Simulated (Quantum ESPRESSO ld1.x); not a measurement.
Task: The aim is neutral vanadium in [Ar] 3d3 4s2. This ld1.x (Quantum ESPRESSO 7.5) run was made with `OMP_NUM_THREADS=1 ld1.x < ld1.in > ld1.out`. Can the result be used? Name any fault.

```
 &input
    zed=23.0,
    iswitch=1,
    rel=1,
    lsd=1,
    dft='SLA-VWN',
    config='[Ar] 3d3 4s2',
    verbosity='high',
    beta=0.95,
    prefix='ld1',
    max_out_wfc=37,
    file_charge='ld1.rho',
 /
```

Output (excerpt):

```
     Program LD1 v.7.5 starts

     --------------------------- All-electron run ----------------------------

     scalar relativistic calculation

     atomic number is 23.00
     dft =SLA-VWN   lsd =1 sic =0 latt =0  beta=0.95 tr2=1.0E-14
     Exchange-correlation= SLA-VWN
                           (   1   2   0   0   0   0   0)
     mesh =1969 r(mesh) = 100.33412 a.u. xmin = -8.00 dx = 0.00800
     1 Ry =  13.60569312 eV, c = 137.03599908

     n l     nl                  e(Ry)          e(Ha)          e(eV)
     1 0     1S 1( 1.00)    -393.267480642    -196.633740321  -5350.6766569
     2 0     2S 1( 1.00)     -44.177881827     -22.088940913   -601.0707030
     2 1     2P 1( 3.00)     -36.948434469     -18.474217234   -502.7090608
     3 0     3S 1( 1.00)      -5.198496646      -2.599248323    -70.7291501
     3 1     3P 1( 3.00)      -3.296174665      -1.648087332    -44.8467410
     3 2     3D 1( 3.00)      -0.454603353      -0.227301676     -6.1851937
     4 0     4S 1( 1.00)      -0.377227137      -0.188613568     -5.1324367
     1 0     1S 2( 1.00)    -393.267410948    -196.633705474  -5350.6757086
     2 0     2S 2( 1.00)     -44.101265841     -22.050632920   -600.0282894
     2 1     2P 2( 3.00)     -36.888716749     -18.444358375   -501.8965598
     3 0     3S 2( 1.00)      -5.001263069      -2.500631534    -68.0456505
     3 1     3P 2( 3.00)      -3.102933505      -1.551466752    -42.2175610
     3 2     3D 2( 0.00)      -0.287857563      -0.143928781     -3.9165017
     4 0     4S 2( 1.00)      -0.325329140      -0.162664570     -4.4263284

     final scf error:  8.9E-15 reached in  14 iterations

     Etot =   -1894.265331 Ry,    -947.132665 Ha,  -25772.792782 eV
     Total magnetization:    3.00 Bohr mag.

     Ekin =    1910.790020 Ry,     955.395010 Ha,   25997.622638 eV
     Encl =   -4513.046313 Ry,   -2256.523157 Ha,  -61403.123187 eV
     Eh   =     794.423715 Ry,     397.211858 Ha,   10808.685282 eV
     Exc  =     -86.432753 Ry,     -43.216377 Ha,   -1175.977514 eV
```

Result: Yes, it can be used (harmless). The line at issue: beta=0.95. The Broyden-type mixing copes: 14 iterations against 25, same energy.
